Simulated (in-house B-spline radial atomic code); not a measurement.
Whole-atom quantities along the 66-electron series, configuration 1s2 2s2 2p6 3s2 3p6 3d10 4s2 4p6 4d10 4f5/2(6) 4f7/2(6) 5s2 5p6. Breit and QED terms are first order and not part of the total energy; the density at the nucleus is averaged over the nuclear charge. Computed with a B-spline radial code for spherical atoms: Dirac-Hartree-Fock, jj configuration that fills j = l - 1/2 first, finite nuclei.

```tsv
ion	Z	E/Z² (Eh)	Σ<r²> (bohr²)	n(0)/Z³ (bohr⁻³)	Lamb diamagnetic shielding (ppm)	repulsion over attraction	Breit energy (eV)	self-energy (eV)	vacuum polarisation (eV)
Er2+	68	-2.8312	36.527	2.5799	8449.67	0.14929	342.3	276.63	-45.764
Tm3+	69	-2.8509	32.511	2.6816	8636.95	0.14821	360.03	292.19	-49.036
Yb4+	70	-2.8704	29.372	2.771	8825.08	0.14704	378.44	308.46	-52.499
Lu5+	71	-2.8897	26.799	2.8686	9014.43	0.1458	397.54	325.46	-56.182
```
